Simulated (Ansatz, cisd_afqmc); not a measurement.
Species: InHBrF, charge 0, singlet. InHBrF (SMILES [Br][InH][F]).
B3LYP-D3(BJ)/def2-TZVP minimum from Ansatz (a program for electronic structure):
```
In
F 1 1.9556
H 1 1.6970 2 120.30
Br 1 2.4654 3 129.62 2 180.00
```
Charge 0, spin multiplicity 1.

Atomisation energy term by term, kcal/mol (programs: Ansatz, cisd_afqmc). Radicals and triplets start from unrestricted determinants; spin-orbit coupling is neglected. Correlated methods leave the cores frozen (noble-gas shells, and filled d and f shells in the p block). Past Kr the def2 sets carry scalar-relativistic core potentials. AFQMC/CISD: phaseless, guided by CISD from CCSD amplitudes; bars are statistical, one sigma. Outlying blocks are dropped, and bars are widened where a walk drifts. Over all cases where full CI ran beside it in this data, AFQMC minus full CI had a median of +0.1 mEh and passed +0.4 mEh in a tenth of the cases. CBS(X,Y): correlation extrapolated as X^-3, Hartree-Fock from the larger set. A bracket is a step between two methods taken in the basis named. Where a partner has so few electrons that a lower coupled-cluster level is exact, that level stands in. Spin-orbit terms, left out, reach several kcal/mol for Br and I, and more for heavier atoms.

```csv
term,basis,kcal/mol
Hartree-Fock,def2-QZVPP,162.17
CCSD correlation,"CBS(def2-TZVPP,def2-QZVPP)",70.13
(T),"CBS(def2-TZVPP,def2-QZVPP)",6.04
CCSDT(Q) - CCSD(T),def2-TZVPP,0.15
sum: De,,238.5
```

The step beyond CCSD(T) by other levels: AFQMC/CISD in def2-SVP 0.68 ± 0.25; CCSDT(Q) in def2-SVP 0.55 kcal/mol.
